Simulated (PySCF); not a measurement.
## Stretching InC⁺

Set-up: basis In def2-SVP with ECP28, C def2-SVP; scalar-relativistic core potentials; PySCF 2.14. Energies in eV from In⁺ + C in their ground configurations at the same level. State: ³Π (triplet), unpaired electrons σ ↑, π ↑.

All columns are UHF. A positive dipole points towards C; it is taken about the centre of mass and depends on that origin.

```csv
R (Å),E (eV),μ (D),Mulliken charge on In (basis-dependent),HOMO (eV),LUMO (eV),Mayer bond order,⟨S²⟩
2.485,0.256,1.48,0.88,-15.47,-5.92,0.29,2.03
2.600,0.114,1.26,0.90,-15.57,-5.67,0.23,2.02
2.716,0.019,1.02,0.91,-15.67,-5.45,0.18,2.02
2.802,-0.031,0.83,0.93,-15.74,-5.31,0.16,2.02
2.889,-0.067,0.64,0.93,-15.81,-5.19,0.14,2.01
2.976,-0.092,0.45,0.94,-15.86,-5.10,0.12,2.01
3.091,-0.113,0.22,0.95,-15.93,-5.01,0.10,2.01
3.236,-0.125,-0.06,0.96,-15.97,-4.94,0.08,2.01
3.409,-0.128,-0.35,0.97,-15.98,-4.90,0.07,2.01
3.640,-0.120,-0.69,0.97,-15.90,-4.88,0.05,2.01
```

A fit through these points gives, at Re = 3.361 Å, μ = -0.27 D and dμ/dR = -1.65 D/Å; the reduced mass is 10.87 u.

Q: How strong is the fundamental in the double-harmonic approximation, I = 42.26·(dμ/dR)²/μred km/mol?

A: I = 42.26·(-1.65)²/10.87 = 10.6 km/mol at UHF.

Spin–orbit coupling is left out, which matters for elements this heavy, above all for dissociation energies. For an ion De counts to the pair picked by the measured ionisation energies or electron affinities, which need not be the lowest pair at this level. Hartree–Fock leaves out correlation, which carries a large part of most bond energies and some tenths to 1 eV of ionisation energies. The state is the lowest determinant that a PBE0 search found; another state may lie lower at other levels.
